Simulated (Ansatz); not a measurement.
The first iterations of a band of C2H5Te (8 atoms, charge 1, multiplicity 1).

Level of theory: Ansatz, RKS PBE0-D4/def2-SVP.

| Quantity | Value |
| --- | --- |
| movable images | 7 |
| climbing image | yes |
| spring | 5.0 eV/Å² |
| optimiser | quadratic models (default) |
| start path | straight line |
| force threshold | 0.05 eV/Å |
| iteration limit | 60 |
| end points | relaxed |

First end point:

```xyz
8
Properties=species:S:1:pos:R:3
C -0.084 1.089 -0.243
C -0.154 -0.344 0.009
Te 1.306 -1.455 0.767
H -0.914 1.582 0.303
H -0.328 1.270 -1.310
H 0.868 1.573 0.010
H -1.091 -0.864 -0.236
H 0.398 -2.852 0.701
```

Last end point:

```xyz
8
Properties=species:S:1:pos:R:3
C 0.239 1.014 -0.410
C -0.035 -0.372 -0.052
Te -0.584 -1.013 1.745
H 0.127 1.746 0.399
H -0.412 1.291 -1.263
H 1.263 1.072 -0.832
H 0.067 -1.136 -0.836
H -0.665 -2.603 1.250
```

| iteration | highest image above the first end (eV) | largest band force component (eV/Å) |
| --- | --- | --- |
| 1 | 2.031 | 5.728 |
| 2 | 0.237 | 1.237 |

Does the band converge within its limit, and where does its top end?

It converged. It ended after 6 iterations with the highest image 0.112 eV above the first end. Another band between the same ends (7 images) ends at a top of the same energy, where a vibrational analysis finds 1 clearly imaginary mode.

The run took 4.5 min on 1 thread of Arm Neoverse N1, on a shared host, peak memory 0.16 GiB.
